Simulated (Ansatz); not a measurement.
A search over several starts for the lowest SCF solution of the cluster CoI2 at the given spin, in a small basis.

```yaml
crystal:
  periodic: [false, false, false]
  atoms:
    - {symbol: Co, position_ang: [0.671745, 1.288317, -0.018845]}
    - {symbol: I, position_ang: [1.081949, -1.386173, -0.178153]}
    - {symbol: I, position_ang: [-1.753693, 0.097856, 0.196998]}
basis:
  gaussian: {orbitals: def2-SVP, initial_orbitals: start.molden}
magnetization: {spin_polarized: true, initial_magnetization: 5}
hamiltonian: {xc: pbe0, dispersion: d4}
output: {orbitals: {seedname: orbitals}}
```

The file start.molden holds the orbitals of an earlier run on this structure, at another level or in another basis.

```sh
$ ansatz run in.yaml --threads 4 --pin off --events-out ev --progress --plain --max-ram 3916MiB
```

It prints (some lines left out):

```
Functional definition: PBE0
1007 factors; integrals over basis functions are off by at most 2.8e-4 eV
mean field evaluation 1: about -53817.8983 eV, gradient 2.2e1 eV
mean field evaluation 2: about -53818.1427 eV, gradient 4.2e-1 eV
mean field evaluation 4: about -53818.2192 eV, gradient 7.2e-3 eV
mean field evaluation 8: about -53818.2194 eV, gradient 5.7e-1 eV
mean field evaluation 16: about -53818.2237 eV, gradient 1.2e-2 eV
mean field evaluation 32: about -53818.2272 eV, gradient 5.7e-1 eV
mean field evaluation 64: about -53818.1321 eV, gradient 1.1e0 eV
mean field evaluation 96: about -53818.0870 eV, gradient 3.1e0 eV
mean field -53818.23009042 eV, -1977.7834765165 hartree, gradient 1.9e-6 eV, S^2 8.755511; 6 other end points of the search recorded, 0 dependent functions left out
reference -53818.23012124 eV, -1977.7834776490 hartree; 41, 36 occupied and 42, 47 virtual orbitals, 1007 factors
Total energy: -53818.34229562 eV, -1977.7875999815 hartree
```

It took 52 s on 4 threads of Arm Neoverse N1 on a shared host.

Other converged states that the search met: 0.01 eV higher (⟨S²⟩ = 8.76).

In the def2 sets I takes a core potential; there is no spin–orbit coupling. In the sextet, I2 and I3 lie 3.22 Å apart (atoms count from 1), so these atoms are partly bonded to each other. At PBE0-D4/def2-TZVP a quartet of charge 0 lies 2.71 eV below the sextet, each at its own geometry. The structure comes from a short search, and lower isomers may exist.
